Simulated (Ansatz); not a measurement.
One geometry of `OB(F)[NH][AlH2]`, several functionals.

```yaml
crystal:
  periodic: [false, false, false]
  atoms:
    - {symbol: O, position_ang: [1.544528, 1.102875, -1.280216]}
    - {symbol: B, position_ang: [0.430166, 0.771050, -0.568523]}
    - {symbol: F, position_ang: [-0.569544, 1.668285, -0.477207]}
    - {symbol: N, position_ang: [0.303230, -0.484016, 0.069926]}
    - {symbol: Al, position_ang: [-1.047719, -1.140487, 1.049326]}
    - {symbol: H, position_ang: [1.491508, 1.984059, -1.657102]}
    - {symbol: H, position_ang: [1.111934, -1.075882, -0.065400]}
    - {symbol: H, position_ang: [-0.838126, -2.604089, 1.614106]}
    - {symbol: H, position_ang: [-2.337379, -0.267992, 1.297890]}
basis:
  gaussian: {orbitals: def2-TZVPP}
hamiltonian: {xc: pbe0, dispersion: d4}
output: {orbitals: {seedname: orbitals}}
```

```sh
$ ansatz run in.yaml --threads 2 --pin off --events-out ev --progress --plain --max-ram 4352MiB
```

It prints (some lines left out):

```
Functional definition: PBE0
1167 factors; their error is unknown
mean field evaluation 1: about -13579.7497 eV, gradient 7.7e1 eV
mean field evaluation 2: about -13562.0614 eV, gradient 1.1e2 eV
mean field evaluation 4: about -13589.7370 eV, gradient 8.8e0 eV
mean field evaluation 8: about -13589.8393 eV, gradient 9.7e-2 eV
mean field evaluation 16: about -13589.8699 eV, gradient 2.1e-5 eV
mean field -13589.86993771 eV, -499.4185086663 hartree, gradient 2.1e-5 eV, S^2 0.000000; 0 other end points of the search recorded, 0 dependent functions left out
reference -13589.86997373 eV, -499.4185099900 hartree; 23, 23 occupied and 199, 199 virtual orbitals, 1167 factors
Total energy: -13590.00224929 eV, -499.4233710270 hartree
```

It took 3.8 s on 2 threads of an Arm Neoverse V1 on a shared host, with 0.45 GiB of host memory at the peak.

Changing it to `hamiltonian: {xc: {name: revPBE}, dispersion: d4}` (abridged; 2.8 s):

```
Functional definition: revPBE
mean field evaluation 16: about -13596.5319 eV, gradient 1.5e-4 eV
mean field -13596.53192945 eV, -499.6633323469 hartree, gradient 4.6e-5 eV, S^2 0.000000
Total energy: -13597.02887840 eV, -499.6815948842 hartree
```

With the line `hamiltonian: {xc: {name: LC-wPBE}}` (abridged; 3.5 s):

```
Functional definition: LC-wPBE
mean field evaluation 16: about -13594.0960 eV, gradient 7.4e-5 eV
mean field -13594.09601432 eV, -499.5738141170 hartree, gradient 7.4e-5 eV, S^2 0.000000
Total energy: -13594.09601433 eV, -499.5738141173 hartree
```

Changing it to `hamiltonian: {xc: {name: B97M-V}}` (abridged; 12 s):

```
Functional definition: B97M-V
mean field evaluation 16: about -13597.6164 eV, gradient 1.8e-4 eV
mean field -13597.61639498 eV, -499.7031857201 hartree, gradient 6.1e-5 eV, S^2 0.000000
Total energy: -13597.61646616 eV, -499.7031883361 hartree
```

Changing it to `hamiltonian: {xc: lda}` (abridged; 1.7 s):

```
Functional definition: SPW92
mean field evaluation 16: about -13519.7870 eV, gradient 1.9e-4 eV
mean field -13519.78704910 eV, -496.8430100137 hartree, gradient 2.4e-5 eV, S^2 0.000000
Total energy: -13519.78709489 eV, -496.8430116964 hartree
```

The same input with `hamiltonian: {xc: {name: BHLYP}, dispersion: d4}` (abridged; 3.9 s):

```
Functional definition: BHLYP
mean field evaluation 16: about -13597.6239 eV, gradient 7.4e-5 eV
mean field -13597.62393958 eV, -499.7034629791 hartree, gradient 7.4e-5 eV, S^2 0.000000
Total energy: -13597.81613087 eV, -499.7105258785 hartree
```
